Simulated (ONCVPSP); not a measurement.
**iron, ONCV: configuration errors across variants**

iron (Fe), optimised norm-conserving Vanderbilt (ONCV), made with ONCVPSP 4.0.1 (PBE, scalar-relativistic). Core [Ne], reference 3s2 3p6 3d6.5 4s1.5. Waves: 3s+4s: rc 1.45 bohr, ncon 3, nbas 6, qcut 7.1 1/bohr, 2 projectors; 3p: rc 0.95 bohr, ncon 4, nbas 9, qcut 10.3 1/bohr, 3 projectors, debl 3 Ha; 3d: rc 1.65 bohr, ncon 4, nbas 9, qcut 7.4 1/bohr, 1 projector. Local part: polynomial inside 0.80 bohr (lpopt 5, dvloc0 -1 Ha). Core correction: polynomial model core, fcfact 0.7.

All-electron excitation energies from the reference (eV): (1) 3s2 3p6 3d6 4s2 0.727; (2) 3s2 3p6 3d6 4s1 9.457; (3) 3s2 3p6 3d6 4s0 25.660; (4) 3s2 3p6 3d5 4s2 14.934.

A true bound ghost makes a file unfit for plane-wave use even where its test errors are small: the radial tests pick states by their node count and pass the ghost by.

Errors AE − PS in meV (a dash: test not solved or not reliable):

```tsv
change	(1)	(2)	(3)	(4)	bound ghosts	GHOST(+) flags above zero
base	+11	-1.1	-16	+155	none	none
all radii but the core radius scaled by about 0.77 (s 1.12, p 0.72, d 1.26 bohr); local potential polynomial inside 0.62 bohr (lpopt 5, dvloc0 -1 Ha)	+2.5	-1.6	-6.0	+44	p	s, p
all radii but the core radius scaled by about 0.82 (s 1.20, p 0.78, d 1.36 bohr); local potential polynomial inside 0.66 bohr (lpopt 5, dvloc0 -1 Ha)	+4.1	-1.7	-7.6	+66	p	p
all radii but the core radius scaled by about 0.88 (s 1.28, p 0.84, d 1.46 bohr); local potential polynomial inside 0.70 bohr (lpopt 5, dvloc0 -1 Ha)	+6.0	-1.6	-9.9	+93	none	s, p
all radii but the core radius scaled by about 1.08 (s 1.58, p 1.02, d 1.78 bohr); local potential polynomial inside 0.86 bohr (lpopt 5, dvloc0 -1 Ha)	+15	-0.4	-23	+211	none	none
all radii but the core radius scaled by about 1.20 (s 1.74, p 1.14, d 1.98 bohr); local potential polynomial inside 0.96 bohr (lpopt 5, dvloc0 -1 Ha)	+23	+1.5	-36	+310	none	none
all radii but the core radius scaled by about 1.25 (s 1.82, p 1.20, d 2.06 bohr); local potential polynomial inside 1.00 bohr (lpopt 5, dvloc0 -1 Ha)	+27	+2.6	-43	+359	none	none
all radii but the core radius scaled by about 1.31 (s 1.90, p 1.24, d 2.16 bohr); local potential polynomial inside 1.04 bohr (lpopt 5, dvloc0 -1 Ha)	+31	+4.0	-51	+411	none	none
```

(1) Give the same row for: all radii but the core radius scaled by about 1.13 (s 1.64, p 1.08, d 1.86 bohr); local potential polynomial inside 0.90 bohr (lpopt 5, dvloc0 -1 Ha).

Results:

(1) +18, +0.2, -27, +246; bound ghosts: none; GHOST(+) flags above zero: none.
